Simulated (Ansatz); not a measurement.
`ClC[SiH2]Cl` + H₂O → `O[SiH2]CCl` + HCl  (formal hydrolysis of the Si–Cl bond)

Calculated with Ansatz (gas phase, PBE0-D4/def2-TZVP geometries, no zero-point term in ΔE). CCSD(T)/CBS is the MP2 limit (def2-TZVPP, def2-QZVPP) plus CCSD(T) − MP2 in def2-TZVPP, frozen cores. This one scheme is used for every species. DFT in def2-TZVPP. Each species was taken in one conformer, which may not be the lowest.

```csv
level,ΔE (kJ/mol)
ωB97M-V,4.5
MP2/def2-SVP,4.1
SCS-MP2/def2-TZVPP,2.3
HF/def2-QZVPP,-1.8
```

Question: What does CCSD(T)/CBS give? (An estimate is asked.)

Answer: The calculation gave: +7.0 kJ/mol. The listed levels differ from it by -2.5, -2.9, -4.7, -8.8 kJ/mol.

Question: What do rigid-rotor, harmonic-oscillator terms from PBE0-D4/def2-TZVP frequencies (298.15 K, 1 bar) make of the CCSD(T)/CBS value? (Estimate.)

Answer: Computed: ΔZPE = -5.4 kJ/mol, ΔH = +0.7 kJ/mol, ΔS = -8 J/(mol·K), ΔG = +3.1 kJ/mol.

Largest T1 diagnostic among the species: 0.010.

At CCSD(T), def2-SVP lies −4.2 kJ/mol from the extrapolated value and def2-TZVPP −5.2 kJ/mol. In def2-TZVPP, CCSD(T) changes the Hartree–Fock value by +3.3 kJ/mol (the triples alone add +1.0 kJ/mol) and MP2 by +7.4 kJ/mol.
